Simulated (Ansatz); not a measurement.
`[CH3][AlH][AlH][F]` + H₂Te → `[CH3][AlH][TeH]` + `[F][AlH2]`  (cleavage of the Al–Al bond)

Isolated molecules relaxed with PBE0-D4/def2-TZVP in Ansatz; ΔE leaves out vibrations. CCSD(T)/CBS adds triple-zeta CCSD(T) − MP2 to the extrapolated MP2 energy (def2 sets, frozen cores). This one scheme is used for every species. DFT in def2-TZVPP. B3LYP here is the variant with VWN-RPA as its local correlation; programs differ in this. HSE06 is defined as in plane-wave codes. Elements past krypton have def2 core potentials. For Te outer-core shells are correlated without core-valence functions, which leaves a few kJ/mol of doubt a bond. Each species was taken in one conformer, which may not be the lowest.

`[CH3][AlH][AlH][F]`:

Cartesian coordinates in Å:
```
C -0.793 1.584 0.070
Al 0.664 0.326 -0.287
Al 0.462 -2.242 0.057
F 0.795 -2.796 1.589
H -0.442 2.403 0.707
H -1.117 2.045 -0.871
H -1.670 1.137 0.541
H 2.035 0.937 -0.834
H 0.068 -3.394 -0.971
```

H₂Te:

Cartesian coordinates in Å:
```
Te 0.249 0.719 -0.160
H 0.412 -0.312 1.125
H -0.661 -0.407 -0.965
```

`[CH3][AlH][TeH]`:

```xyz
8

C     0.745   -0.281    1.211
Al    0.018   -0.125   -0.588
Te   -2.080    1.253   -0.926
H     0.783   -1.331    1.519
H     0.165    0.267    1.956
H     1.774    0.093    1.242
H     0.663   -0.812   -1.862
H    -2.067    0.936   -2.553
```

`[F][AlH2]`:

Z-matrix (Å, degrees):
```
Al
F 1 1.650
H 1 1.576 2 117.0
H 1 1.576 2 117.0 3 -179.9
```

```tsv
level	ΔE (kJ/mol)	difference from CCSD(T)/CBS
LDA (SPW92)	-116.1	13.9
PBE-D4	-115.5	14.5
revPBE-D4	-116.3	13.7
r2SCAN-D4	-129.0	1.0
B97M-V	-128.4	1.6
PBE0-D4	-120.7	9.3
B3LYP-D4	-124.4	5.6
r2SCANh-D4	-130.0	0.0
r2SCAN0-D4	-131.4	-1.4
HSE06-D4	-121.0	9.0
BHLYP-D4	-130.4	-0.4
CAM-B3LYP-D4	-124.3	5.7
ωB97X-V	-122.5	7.5
ωB97M-V	-133.0	-3.0
B2PLYP	-128.1	1.9
PBE-QIDH	-130.2	-0.2
revPBE	-111.7	18.3
BLYP	-115.7	14.3
r2SCAN	-128.6	1.4
PBE0	-118.6	11.4
r2SCANh	-129.5	0.5
r2SCAN0	-130.8	-0.8
HSE06	-119.0	11.0
BHLYP	-126.1	3.9
LC-ωPBE	-120.9	9.1
RPA@PBE/def2-TZVPP	-117.7	12.3
HF/def2-SVP	-134.4	-4.4
MP2/def2-SVP	-142.2	-12.2
CCSD/def2-SVP	-128.2	1.8
CCSD(T)/def2-SVP	-128.5	1.5
HF/def2-TZVPP	-129.4	0.6
MP2/def2-TZVPP	-141.7	-11.7
SCS-MP2/def2-TZVPP	-134.4	-4.4
CCSD/def2-TZVPP	-123.2	6.8
CCSD(T)/def2-TZVPP	-124.4	5.6
HF/def2-QZVPP	-128.9	1.1
MP2/def2-QZVPP	-144.8	-14.8
SCS-MP2/def2-QZVPP	-137.4	-7.4
HF/CBS(def2)	-128.9	1.1
CCSD/CBS(def2)	-128.8	1.2
CCSD(T)/CBS	-130.0	0
```

Largest T1 diagnostic among the species: 0.012.

Leaving LDA and LC-ωPBE aside and taking each functional with its dispersion term where it has one, the values spread over 17.6 kJ/mol, from ωB97M-V to PBE-D4. LDA lies −3.1 kJ/mol from PBE without D4. From PBE to PBE0 (25 % exact exchange), in def2-TZVPP and without D4, ΔE moves by −5.6 kJ/mol. The D4 term adds −4.0 kJ/mol with B3LYP and −2.1 kJ/mol with PBE0; it sums over pairs of atoms, weighted by their polarisabilities, and B3LYP, whose exchange is more repulsive, gets the larger term.
